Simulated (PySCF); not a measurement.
TDDFT excited states: C6H9N

Compound: C6H9N.
InChI=1S/C6H9N/c1-3-5-6(7)4-2/h3-4,7H,1-2,5H2/b7-6+

Theory: PySCF, TDDFT PBE0/def2-SVPD, vertical, gas phase, core orbitals frozen in the response. One conformer (not necessarily the lowest) at the GFN2-xTB geometry, without solvent, vibrations or thermal averaging. Torsions of this conformer, `[H]/[N:5]=[C:4](/[CH2:3][CH:2]=[CH2:1])[CH:6]=[CH2:7]`: C1–C2–C3–C4 -115°, C2–C3–C4–N5 -110°, C3–C4–C6–C7 161°.

| state | E (eV) | E (hartree) | f | \|μ\| (D) | main configurations (H = HOMO, L = LUMO) |
| --- | --- | --- | --- | --- | --- |
| S1 | 4.29 | 0.1575 | 0.0072 | 0.66 | H→L (90%) |
| S2 | 5.39 | 0.1980 | 0.074 | 1.91 | H-1→L (49%), H-2→L (43%) |
| S3 | 5.81 | 0.2135 | 0.168 | 2.76 | H-1→L (47%), H-2→L (47%) |
| S4 | 6.64 | 0.2439 | 0.046 | 1.35 | H→L+1 (91%) |
| S5 | 6.94 | 0.2550 | 0.068 | 1.61 | H-3→L (83%), H-1→L+1 (9%) |
| S6 | 7.10 | 0.2608 | 0.0016 | 0.24 | H→L+2 (75%), H-1→L+1 (12%) |

Triplets, Tamm–Dancoff:

```
state  E (eV)  λ (nm)  main configurations (H = HOMO, L = LUMO)
   T1    3.43   361.2                    H-1→L (67%), H→L (19%)
   T2    3.71   334.2        H→L (68%), H-2→L (17%), H-1→L (8%)
```

The lowest singlet comes at 289 nm (414 kJ/mol) in the ultraviolet; it is weak; its leading configuration is HOMO→LUMO (90%). The strongest level in the table is S3 at 5.81 eV (213 nm, f = 0.168). Löwdin shares by element: HOMO nitrogen 44%, carbon 29% or more (atoms not listed hold the other 27%); LUMO carbon 58% or more, nitrogen 18% (atoms not listed hold the other 24%). Of the 6 states listed, 4 reach f = 0.01 and none stays under 0.0005. The listed states span 2.81 eV, and the widest gap between neighbours is 1.10 eV (S1 to S2). Weighted by f, the mean energy of these states is 6.02 eV. Singlets were solved by full linear response, triplets in the Tamm–Dancoff approximation.

On Intel Xeon Platinum 8488C, one thread, shared host with 192 logical CPUs at a one-minute load of 41, this took 34 s (grids of density and orbitals included) and 0.79 GiB of memory at its peak.
